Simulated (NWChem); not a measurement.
System: NH3Se; SMILES N[SeH]

Here is an NWChem input.

```
start job
memory heap 200 mb stack 900 mb global 1100 mb
geometry units angstroms noautosym nocenter noautoz
  Se     0.051900    -0.381493     0.000000
  H     -1.408318    -0.639363     0.000000
  N      0.083643     1.458221     0.000000
  H     -0.361299     1.830915     0.827396
  H     -0.361299     1.830915    -0.827396
end
basis spherical
  Se library sto-3g
  H library sto-3g
  N library sto-3g
end
dft
  xc b3lyp
  iterations 150
end
property
  response 1 0.0773
end
task dft property
```

STO-3G and 3-21G are far too small for this property and stand as cheap habits. Structure relaxed at the PBE0-D3(BJ)/def2-TZVP level.

Field at 589 nm.

Task: Give the results of this calculation. (B3LYP/STO-3G.) Quantities: isotropic polarisability (bohr³); anisotropy (bohr³).

Result: 
```json
{
  "isotropic polarisability (bohr³)": "12.5",
  "anisotropy (bohr³)": "11.1"
}
```
